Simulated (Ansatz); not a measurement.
`Cl[SiH2]C#C[SiH2]Cl` and `CC#C[SiH2]Cl` differ in one atom or group.

Ansatz, PBE0-D4/def2-TZVP geometries, multiplicity 1. 

```
                                        property  `Cl[SiH2]C#C[SiH2]Cl`
              HOMO energy (PBE0/def2-TZVPP) / eV                  -8.59
  size of the dipole moment (PBE/def2-TZVPP) / D                   0.01
            HOMO–LUMO gap (PBE0/def2-TZVPP) / eV                   6.96
               HOMO energy (PBE/def2-TZVPP) / eV                  -7.37
         HOMO–LUMO gap (ωB97M-V/def2-TZVPP) / eV                  11.12
size of the dipole moment (B3LYP/def2-TZVPP) / D                   0.02
```

(1) Give the same properties after the change, and the shifts. (Estimate.)

Answers

(1) The calculation gave: 
```json
{"property": "HOMO energy (PBE0/def2-TZVPP) / eV", "`CC#C[SiH2]Cl`": "-7.98", "shift": "0.61"}
{"property": "size of the dipole moment (PBE/def2-TZVPP) / D", "`CC#C[SiH2]Cl`": "2.76", "shift": "2.75"}
{"property": "HOMO–LUMO gap (PBE0/def2-TZVPP) / eV", "`CC#C[SiH2]Cl`": "7.48", "shift": "0.52"}
{"property": "HOMO energy (PBE/def2-TZVPP) / eV", "`CC#C[SiH2]Cl`": "-6.77", "shift": "0.60"}
{"property": "HOMO–LUMO gap (ωB97M-V/def2-TZVPP) / eV", "`CC#C[SiH2]Cl`": "11.63", "shift": "0.51"}
{"property": "size of the dipole moment (B3LYP/def2-TZVPP) / D", "`CC#C[SiH2]Cl`": "2.74", "shift": "2.72"}
```

With PBE0 the HOMO rises by 0.61 eV and the LUMO rises by 1.13 eV, so the gap widens by about 0.52 eV. PBE moves the HOMO by 0.60 eV and ωB97M-V by 0.58 eV.

B3LYP here is the variant with VWN-RPA as its local correlation; programs differ in this.
